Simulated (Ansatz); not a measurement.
`C[O][Mo]([F])([F])([F])([Cl])[O]C` + `[OH][Al]([OH])[Cl]` → `C[O][Al]([OH])[Cl]` + `C[O][Mo]([OH])([F])([F])([F])[Cl]`  (substitution at a C–O bond)

Gas-phase electronic energies from Ansatz, PBE0-D4/def2-TZVP geometries. CCSD(T)/CBS is the MP2 limit (def2-TZVPP, def2-QZVPP) plus CCSD(T) − MP2 in def2-TZVPP, frozen cores. This one scheme is used for every species. DFT in def2-TZVPP. def2 core potentials past Kr. For Mo outer-core shells are correlated without core-valence functions, which leaves a few kJ/mol of doubt a bond. Each species was taken in one conformer, which may not be the lowest.

| species | B97M-V energy (Eh) |
| --- | --- |
| `C[O][Mo]([F])([F])([F])([Cl])[O]C` | -1058.41875 |
| `[OH][Al]([OH])[Cl]` | -854.34222 |
| `C[O][Al]([OH])[Cl]` | -893.65006 |
| `C[O][Mo]([OH])([F])([F])([F])[Cl]` | -1019.09687 |

Q: Work out ΔE.

A: ΔE = (-893.65006) + (-1019.09687) − (-1058.41875) − (-854.34222) = 0.01404 Eh = +8.8 kcal/mol. CCSD(T)/CBS gives +9.5 kcal/mol.

Largest T1 diagnostic among the species: 0.025, so the coupled-cluster value is less sure than usual.

In def2-TZVPP, CCSD(T) changes the Hartree–Fock value by +2.6 kcal/mol (the triples alone add +0.6 kcal/mol) and MP2 by +4.2 kcal/mol. Leaving LDA and LC-ωPBE aside and taking each functional with its dispersion term where it has one, the values, not all of them listed here, spread over 1.4 kcal/mol, from ωB97X-V to B2PLYP. LDA lies +0.8 kcal/mol from PBE without D4.
